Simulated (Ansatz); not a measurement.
Total energies of `Sc1ccc(-c2ccc(-c3ccc(-c4ccc(S)nc4)nc3)nc2)nc1` from Ansatz at PBE-D4/def2-TZVP, gas phase (1 Eh = 27.2114 eV = 2625.5 kJ/mol). The reference geometry is relaxed at PBE-D4/def2-SVP.

```
                state   geometry  energy (Eh)
     charge 0 singlet  reference  -1784.84202
     charge 1 doublet  reference  -1784.59215
    charge -1 doublet  reference  -1784.89659
free S atom (triplet)          –   -397.93833
free C atom (triplet)          –    -37.79597
free N atom (quartet)          –    -54.53214
free H atom (doublet)          –     -0.49962
```

Single mean-field runs in def2-TZVP are fitted with def2-universal-jkfit.

Question: Work out the vertical ionisation energy to the doublet.

Answer: E(charge 1 doublet) − E(charge 0 singlet) = -1784.59215 − (-1784.84202) = 0.24987 Eh = 6.80 eV. For comparison, −ε of the highest occupied level is 5.28 eV at this level, 1.52 eV less.

Question: Work out the vertical electron affinity, to the doublet.

Answer: E(charge 0 singlet) − E(charge -1 doublet) = -1784.84202 − (-1784.89659) = 0.05457 Eh = 1.48 eV. The basis lacks diffuse functions, which makes affinities too small.

Question: Give the fundamental gap IE − EA, the Mulliken electronegativity (IE + EA)/2 and the hardness (IE − EA)/2.

Answer: From the values in Eh: IE − EA = 0.24987 − 0.05457 = 0.19530 Eh = 5.31 eV; (IE + EA)/2 = 4.14 eV; (IE − EA)/2 = 2.66 eV. The HOMO–LUMO gap of the same run is 2.31 eV, 3.00 eV smaller than the fundamental gap.

Question: What is the binding energy per atom against free atoms?

Answer: Atoms: 2 × (-397.93833) + 20 × (-37.79597) + 4 × (-54.53214) + 14 × (-0.49962) = -1776.91930 Eh. Binding: -1776.91930 − (-1784.84202) = 7.92272 Eh = 215.59 eV, or 5.39 eV for each of 40 atoms (no zero-point energy, no counterpoise term).

At PBE-D4/def2-TZVP the highest occupied level of the charge -1 doublet lies above zero (up to 0.09 eV). By energy differences its removal costs 1.48 eV (vertical, to the charge 0 singlet, at PBE-D4/def2-TZVP); self-interaction error and the lack of diffuse functions both raise the level.
